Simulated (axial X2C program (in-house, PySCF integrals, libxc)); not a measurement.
**Outer orbitals of HfS⁺ at 2.118 Å, PBE0**

Calculated with an in-house all-electron X2C program for linear molecules (integrals from PySCF). Spin-free means the one-electron spin-free X2C Hamiltonian; two-component (2c) means X2C with spin–orbit coupling and atomic mean-field two-electron Coulomb and Gaunt terms, so the difference of the two also holds small scalar two-electron terms. Basis: Hf dyall-cv3z [13s14p9d7f4g], S dyall-av3z [9s8p3d2f] (cores contracted in-house); Gaussian nuclei, density fitting, unrestricted open shells. Masses: Hf 179.947 u, S 31.972 u.

The distance is close to the 2c PBE0 minimum; the highest filled and lowest empty levels are listed.

Spin-free orbitals, state M_S = 1/2, Λ = 0 (beyond evenly filled blocks: σα) (Löwdin shares):

| symmetry | occupied | ε (eV) | atomic character |
| --- | --- | --- | --- |
| φ-α | yes | -28.46 | 100% Hf f |
| φ+α | yes | -28.46 | 100% Hf f |
| φ-β | yes | -28.45 | 100% Hf f |
| φ+β | yes | -28.45 | 100% Hf f |
| δ-α | yes | -28.26 | 100% Hf f |
| δ+α | yes | -28.26 | 100% Hf f |
| δ-β | yes | -28.23 | 100% Hf f |
| δ+β | yes | -28.23 | 100% Hf f |
| σα | yes | -28.18 | 99% Hf f |
| π+α | yes | -28.17 | 100% Hf f |
| π-α | yes | -28.17 | 100% Hf f |
| π-β | yes | -28.08 | 100% Hf f |
| π+β | yes | -28.08 | 100% Hf f |
| σβ | yes | -28.07 | 99% Hf f |
| σβ | yes | -23.88 | 66% S s, 12% Hf d, 9% Hf p |
| σα | yes | -23.81 | 66% S s, 13% Hf d, 9% Hf p |
| σα | yes | -14.03 | 65% S p, 18% Hf d, 8% Hf s |
| σβ | yes | -13.96 | 67% S p, 16% Hf d, 8% Hf s |
| π+α | yes | -13.44 | 57% S p, 32% Hf d, 4% Hf f |
| π-α | yes | -13.44 | 57% S p, 32% Hf d, 4% Hf f |
| π+β | yes | -13.43 | 60% S p, 28% Hf d, 4% Hf f |
| π-β | yes | -13.43 | 60% S p, 28% Hf d, 4% Hf f |
| σα | yes | -12.00 | 48% Hf s, 33% Hf d, 9% S p |
| σβ | no | -9.08 | 51% Hf s, 27% Hf d, 9% S p |
| δ-α | no | -8.93 | 96% Hf d, 2% S d |
| δ+α | no | -8.93 | 96% Hf d, 2% S d |
| δ-β | no | -8.07 | 96% Hf d, 2% S d |
| δ+β | no | -8.07 | 96% Hf d, 2% S d |

Spinors with spin–orbit coupling (state Ω = 1/2):

```csv
ω,occupied,ε (eV),atomic character,λ mixture
3/2,yes,-29.23,100% Hf f,"73% δ, 27% π"
-3/2,yes,-29.23,100% Hf f,"75% δ, 25% π"
1/2,yes,-29.14,100% Hf f,"54% π, 46% σ"
-1/2,yes,-29.14,100% Hf f,"60% π, 40% σ"
7/2,yes,-27.81,100% Hf f,100% φ
-7/2,yes,-27.80,100% Hf f,100% φ
5/2,yes,-27.63,100% Hf f,"88% δ, 12% φ"
-5/2,yes,-27.61,100% Hf f,"89% δ, 11% φ"
3/2,yes,-27.53,100% Hf f,"73% π, 27% δ"
1/2,yes,-27.49,99% Hf f,"55% σ, 46% π"
-3/2,yes,-27.48,100% Hf f,"75% π, 25% δ"
-1/2,yes,-27.46,99% Hf f,"60% σ, 40% π"
-1/2,yes,-23.88,"66% S s, 12% Hf d, 9% Hf p",100% σ
1/2,yes,-23.81,"66% S s, 13% Hf d, 9% Hf p",100% σ
1/2,yes,-14.04,"65% S p, 18% Hf d, 8% Hf s","99% σ, 1% π"
-1/2,yes,-13.97,"67% S p, 17% Hf d, 8% Hf s","99% σ, 1% π"
-1/2,yes,-13.49,"57% S p, 32% Hf d, 4% Hf f","99% π, 1% σ"
1/2,yes,-13.49,"60% S p, 28% Hf d, 4% Hf f","99% π, 1% σ"
3/2,yes,-13.39,"57% S p, 32% Hf d, 4% Hf f",100% π
-3/2,yes,-13.39,"60% S p, 28% Hf d, 4% Hf f",100% π
1/2,yes,-12.00,"48% Hf s, 33% Hf d, 9% S p",100% σ
-3/2,no,-9.11,96% Hf d,"99% δ, 1% π"
-1/2,no,-9.08,"51% Hf s, 27% Hf d, 9% S p",100% σ
5/2,no,-8.76,"96% Hf d, 2% S d",100% δ
3/2,no,-8.28,"94% Hf d, 2% S d","94% δ, 6% π"
```

Mulliken charges and populations of the two-component result (they depend on the basis, above all on diffuse functions):

Hf 1.01 e (s 10.93 p 24.13 d 21.87 f 14.05 g 0.01), S -0.01 e (s 5.91 p 10.02 d 0.07 f 0.01). ⟨Lz⟩ = 0.00 ħ and ⟨Sz⟩ = 0.50 ħ (0.55 and -0.05 on the two atoms), which add up to Ω.

The state is one determinant whose occupation by symmetry is held fixed; it was picked as the lowest of a PBE0 search that is not exhaustive. Density functionals use the spin component along the axis (collinear). The determinant is spin-polarised beyond a pure state at some levels (its spin-free form has ⟨S²⟩ too high), which makes Re and μ there less reliable.
